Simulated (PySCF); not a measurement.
3-chlorostyrene, C₈H₇Cl.
Geometry (PBE0-D3(BJ)/def2-SVP, Å), atoms numbered from 1 in this order:
```
atom  x, y, z in Å
C1     2.5626    1.0281   -0.0436
C2     1.6854    0.0187   -0.0070
C3     0.2242    0.1149    0.1056
C4    -0.5380   -1.0624    0.1322
C5    -1.9257   -1.0146    0.2389
C6    -2.5872    0.2070    0.3215
C7    -1.8302    1.3801    0.2951
Cl8   -2.6345    2.9130    0.3982
C9    -0.4457    1.3456    0.1892
H10    2.2557    2.0761    0.0098
H11    3.6341    0.8355   -0.1293
H12    2.0707   -1.0054   -0.0651
H13   -0.0297   -2.0275    0.0686
H14   -2.5032   -1.9414    0.2584
H15   -3.6732    0.2625    0.4056
H16    0.1052    2.2865    0.1725
```

Computed with PySCF at B3LYP/def2-SVPD, non-relativistic, on one gas-phase PBE0-D3(BJ)/def2-SVP geometry that isn't relaxed in the solvent. The solvent is an IEF-PCM continuum (cavity from Bondi-type radii × 1.2), and excitations are vertical TDDFT with non-equilibrium linear response and a frozen core. Only the electrostatic response of the medium enters.

Gas-phase singlets (H = HOMO, L = LUMO):

```
state  E (eV)  λ (nm)      f         leading configurations
   S1   4.543     273  0.057  H-1→L 38%, H→L 33%, H→L+1 24%
   S2   4.926     252  0.290             H→L 58%, H-1→L 35%
   S3   5.519     225  0.143           H→L+1 65%, H-1→L 23%
   S4   6.008     206  0.434                    H-1→L+1 86%
   S5   6.113     203  0.001                      H→L+2 94%
```

Problem. Give the list for tetrahydrofuran (ε = 7.426), n² = 1.97.

Solution. 
| state | E (eV) | λ (nm) | f | leading configurations | change by rank (eV) |
| --- | --- | --- | --- | --- | --- |
| S1 | 4.552 | 272 | 0.141 | H→L 46%, H-1→L 28%, H→L+1 22% | +0.009 |
| S2 | 4.839 | 256 | 0.333 | H→L 48%, H-1→L 40%, H→L+1 10% | -0.087 |
| S3 | 5.476 | 226 | 0.214 | H→L+1 64%, H-1→L 28% | -0.043 |
| S4 | 5.952 | 208 | 0.477 | H-1→L+1 88% | -0.056 |
| S5 | 6.105 | 203 | 0.001 | H→L+2 93% | -0.008 |

Problem. Give the list for methanol (ε = 32.61), n² = 1.77.

Solution. 
```csv
state,E (eV),λ (nm),f,leading configurations,change by rank (eV)
S1,4.564,272,0.126,"H→L 44%, H-1→L 29%, H→L+1 24%",+0.021
S2,4.856,255,0.330,"H→L 51%, H-1→L 38%, H→L+1 9%",-0.070
S3,5.491,226,0.204,"H→L+1 62%, H-1→L 29%",-0.028
S4,5.975,208,0.470,H-1→L+1 88%,-0.033
S5,6.105,203,0.001,H→L+2 93%,-0.008
```

Problem. How do the frontier levels move from gas to methanol?

Solution. 
```json
{"orbital": "LUMO+2", "gas (eV)": "0.33", "solvent (eV)": "0.38", "change (eV)": "+0.05", "Löwdin shares, gas": "Cl8 35 %, C7 12 %, H14 8 %, C5 8 %", "Löwdin shares, solvent": "Cl8 57 %, C7 19 %"}
{"orbital": "LUMO+1", "gas (eV)": "-0.82", "solvent (eV)": "-0.76", "change (eV)": "+0.06", "Löwdin shares, gas": "C7 21 %, C4 20 %, C5 15 %, C9 14 %", "Löwdin shares, solvent": "C7 21 %, C4 20 %, C5 14 %, C9 14 %"}
{"orbital": "LUMO", "gas (eV)": "-1.63", "solvent (eV)": "-1.53", "change (eV)": "+0.10", "Löwdin shares, gas": "C1 19 %, C2 14 %, C6 13 %, C3 13 %", "Löwdin shares, solvent": "C1 19 %, C2 14 %, C6 13 %, C3 13 %"}
{"orbital": "HOMO", "gas (eV)": "-6.65", "solvent (eV)": "-6.57", "change (eV)": "+0.08", "Löwdin shares, gas": "C1 20 %, C6 16 %, C2 14 %, C3 13 %", "Löwdin shares, solvent": "C1 21 %, C6 15 %, C2 15 %, C3 13 %"}
{"orbital": "HOMO-1", "gas (eV)": "-7.12", "solvent (eV)": "-7.10", "change (eV)": "+0.02", "Löwdin shares, gas": "C9 23 %, Cl8 20 %, C7 16 %, C5 13 %", "Löwdin shares, solvent": "C9 22 %, Cl8 18 %, C7 17 %, C5 14 %"}
{"orbital": "HOMO-2", "gas (eV)": "-8.52", "solvent (eV)": "-8.46", "change (eV)": "+0.06", "Löwdin shares, gas": "C2 18 %, C5 16 %, C6 14 %, C1 14 %", "Löwdin shares, solvent": "C2 19 %, C6 15 %, C5 15 %, C1 14 %"}
{"orbital": "HOMO-3", "gas (eV)": "-8.72", "solvent (eV)": "-8.83", "change (eV)": "-0.11", "Löwdin shares, gas": "Cl8 79 %, C7 9 %", "Löwdin shares, solvent": "Cl8 76 %, C7 9 %"}
```

The HOMO–LUMO gap goes from 5.02 to 5.04 eV. Rows go by rank; for LUMO+2 the atom shares or the degeneracy differ between the runs, so the row needn't follow one orbital.
